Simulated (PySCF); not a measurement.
# Calculated NMR data

Calculated, not measured (PySCF): σ from GIAO-PBE0/pcSseg-1, structure optimised with GFN2-xTB. One averaged value for each set of equivalent atoms, in vacuum, one computed conformer, no relativistic terms.

Scale: ¹H (σ = 31.72 ppm) and ¹³C (σ = 186.93 ppm) against TMS (reference shieldings calculated alike). Where no couplings were computed, multiplicities follow the n + 1 count of equivalent neighbours, and m marks all less simple cases (inequivalent or close neighbours, rings, F or P nearby). Acid and N–H amide carbonyl carbons lie up to 10 ppm further downfield in solution (hydrogen bonding). Shifts are as computed. Against solution values, carbons near 30 ppm lie about +3 ppm off and those near 130 ppm about +5 ppm. Of 1309 compounds with measured shifts, 239 miss one by over three times the rms of a fit or turn the order of signals round; such compounds aren't used in these exercises. OH and NH positions are gas-phase values without hydrogen bonding to other molecules.

**1.** `N[SiH2]C(=O)NC[SiH3]`, C2H10N2OSi2. ¹H NMR (600 MHz, computed): δ 5.41 (br s, 1H), 4.88 (s, 2H), 4.63 (t, 3H), 2.52 (q, 2H), 0.53 (br s, 2H). ¹³C{¹H} NMR (computed): δ 187.2, 25.0.

**2.** `[H]/N=C/[C@@H]1C[SiH2]N1`, C3H8N2Si. ¹H NMR (600 MHz, computed): δ 10.59 (br s, 1H), 8.49 (d, 1H), 5.60 (m, 1H), 5.54 (m, 1H), 4.54 (m, 1H), 1.94 (m, 1H), 1.13 (m, 1H), 1.03 (br s, 1H). ¹³C{¹H} NMR (computed): δ 180.6 (CH), 64.5 (CH), 14.3 (CH2).
